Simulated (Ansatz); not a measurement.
A made-up structure of ZnBH₂Cl, singlet:

B1  (0.703, -0.611, 0.500)
Zn2  (-0.660, 0.574, -0.470)
Cl3  (1.940, -1.686, 1.380)
H4  (-1.829, -0.027, -1.253)
H5  (-0.556, 2.100, -0.445)
(Å)

It is relaxed with PBE-D4/def2-SVP and then PBE0-D4/def2-TZVP (Ansatz 0.2.0). Atoms count as bonded within 1.22 times the sum of their covalent radii (H–H: 0.88 Å). The end point is not checked to be a true minimum.

**Question.** Does its bonding change? (Judge from chemistry; the calculation decides.)

**Answer.** Computed: Yes. Formed: B1–H4; broken: Zn2–H4.

Where it ends: The first stage lowers the energy by 2.54 eV in 29 steps. It ends as ZnBH₂Cl ([Cl][BH][ZnH]):
B1  (-0.048, -0.761, -0.010)
Zn2  (-0.369, 1.276, -0.292)
Cl3  (1.318, -1.302, 0.946)
H4  (-0.710, -1.662, -0.438)
H5  (-0.595, 2.800, -0.493)
(Å)

Labels in which every atom is bracketed show which atoms are joined, not bond orders.

For scale, one of the runs: PBE0-D4/def2-TZVP relaxation, 128 basis functions, launched by `ansatz run in.yaml --threads 2 --pin off --events-out ev --progress --plain --max-ram 4352MiB`. The run took about 23 s on 2 CPU threads of an Intel Xeon Platinum 8259CL (shared host).
